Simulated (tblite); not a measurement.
Species: C7H12BN.
Structure used (GFN2-xTB), in Å, numbered top down from 1:
```xyz
21
C7H12BN angstrom
B     -3.4463    0.1801    0.2566
N     -1.8942    0.1269    0.1073
C     -1.1484    1.2024    0.3480
C      0.2180    1.2189    0.1611
C      0.8689    0.0758   -0.2964
C      2.3556    0.0325   -0.4678
C      3.0257   -0.4600    0.8179
C      0.0744   -1.0417   -0.5384
C     -1.2867   -0.9751   -0.3250
H     -3.8334    0.5849   -0.8031
H     -3.7065    0.9483    1.1308
H     -3.8367   -0.9270    0.4657
H     -1.6808    2.0738    0.6978
H      0.7763    2.1185    0.3712
H      2.7284    1.0295   -0.7091
H      2.6132   -0.6407   -1.2876
H      2.7956    0.2059    1.6465
H      4.1046   -0.4934    0.6895
H      2.6753   -1.4578    1.0720
H      0.5162   -1.9606   -0.8925
H     -1.9281   -1.8243   -0.5040
```

Computed with GFN2-xTB (tblite): harmonic, unscaled wavenumbers at the GFN2-xTB geometry, gas phase. This tight-binding method is rough: wavenumbers can miss measured ones by several per cent, in bad cases by 10 to 20. Modes of hydrogen on boron can be 10 to 20 % off. One conformer, not necessarily the lowest.

Harmonic wavenumbers (cm⁻¹): 26.8, 43.7, 82.6, 181.1, 198.1, 284.5, 328.3, 362.1, 375.1, 436.2, 529.9, 633.7, 644.6, 696.2, 803.7, 822.8, 825.6, 886.4, 900.3, 915.7, 917.1, 926.9, 1011.1, 1037.5, 1063.1, 1076.7, 1085.2, 1128.0, 1152.1, 1195.4, 1214.2, 1227.3, 1238.1, 1250.9, 1267.9, 1315.0, 1319.0, 1406.1, 1409.6, 1467.5, 1482.9, 1496.4, 1502.5, 1553.6, 1592.7, 2365.0, 2431.4, 2449.2, 2983.5, 2991.3, 3038.0, 3040.6, 3044.4, 3092.7, 3093.4, 3103.1, 3104.4.

A = 4508, B = 962.5, C = 858.6 MHz; mass 121.106 u (most abundant isotopes); point group Cs, symmetry number 1.

Task: What is the zero-point energy?

Result: ½Σν̃ = 38026 cm⁻¹ = 108.72 kcal/mol.

Task: Give the ideal-gas entropy at 273.15 K and 1 bar in the rigid-rotor, harmonic-oscillator model (classical rotation).

Result: Translation 39.88, rotation 28.59, vibration 26.52: S = 95.0 cal/(mol K).

Task: And Cp and H(273.15 K) − H(0)?

Result: Cp = 34.80 cal/(mol K), of which vibrations give 26.85 (their classical limit is 57 R = 113.3); H(273.15 K) − H(0) = 5.77 kcal/mol without the zero-point energy, 3.60 from vibrations.

Task: What must be added to the electronic energy to get the Gibbs energy at 273.15 K and 1 bar?

Result: ZPE + [H(273.15 K) − H(0)] − T·S = 108.72 + 5.77 − 25.95 = 88.54 kcal/mol.

Task: Which modes carry the vibrational entropy at 273.15 K?

Result: 26.8 cm⁻¹: 5.88; 43.7 cm⁻¹: 4.91; 82.6 cm⁻¹: 3.66; 181.1 cm⁻¹: 2.15; 198.1 cm⁻¹: 1.99; 284.5 cm⁻¹: 1.36 cal/(mol K); the other 51 give 6.57 together.

Hindered rotation and anharmonicity are outside this model. Other conformers, if any are populated, would add a mixing term that is left out.
